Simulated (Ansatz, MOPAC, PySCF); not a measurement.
Noncovalent pair: CH4O (SMILES CO) (first 6 atoms) with C3H8 (SMILES CCC); geometry from B3LYP-D3(BJ)/def2-TZVP.
(charge 0, multiplicity 1):
```tsv
atom	x (Å)	y (Å)	z (Å)
C	0.4843	0.2433	-0.2798
O	-0.5138	-0.5181	0.3832
H	0.7516	1.1470	0.2786
H	0.0681	0.5428	-1.2407
H	1.3934	-0.3402	-0.4639
H	-0.1745	-0.7962	1.2398
C	-0.3021	-1.2733	3.8610
C	-0.0233	0.0919	4.4845
C	0.3372	1.1537	3.4487
H	-0.5340	-2.0244	4.6180
H	-1.1536	-1.2264	3.1770
H	0.5674	-1.6349	3.3027
H	0.7890	0.0006	5.2113
H	-0.9023	0.4170	5.0482
H	0.5186	2.1234	3.9154
H	1.2442	0.8765	2.9040
H	-0.4645	1.2787	2.7172
```

Interaction energies are E(AB) − E(A) − E(B) at the monomers' geometry in the complex; basis-set methods are counterpoise corrected.

Frozen-core correlation. The state reached by PM6 isn't checked.

Codes used: Ansatz (a program for electronic structure); MOPAC for PM6 (differences of heats of formation); PySCF for the dispersion terms. Values without a source in brackets are computed.

```json
[
 {"level": "PM6", "interaction energy (kcal/mol)": "-1.01"},
 {"level": "HF/aug-cc-pVDZ", "interaction energy (kcal/mol)": "0.91"},
 {"level": "SVWN5/def2-TZVPPD", "interaction energy (kcal/mol)": "-3.53"},
 {"level": "PBE-D3(BJ)/def2-TZVPPD", "interaction energy (kcal/mol)": "-2.22"},
 {"level": "PBE0/def2-TZVPPD", "interaction energy (kcal/mol)": "-0.69"},
 {"level": "PBE0-D4/def2-TZVPPD", "interaction energy (kcal/mol)": "-1.91"},
 {"level": "wB97X-V/def2-TZVPPD", "interaction energy (kcal/mol)": "-1.91"},
 {"level": "CCSD/aug-cc-pVDZ", "interaction energy (kcal/mol)": "-1.12"},
 {"level": "CCSD(T)/aug-cc-pVDZ", "interaction energy (kcal/mol)": "[?]"}
]
```

Task: What belongs in the gaps?

Result: 
- CCSD(T)/aug-cc-pVDZ, interaction energy (kcal/mol): -1.47
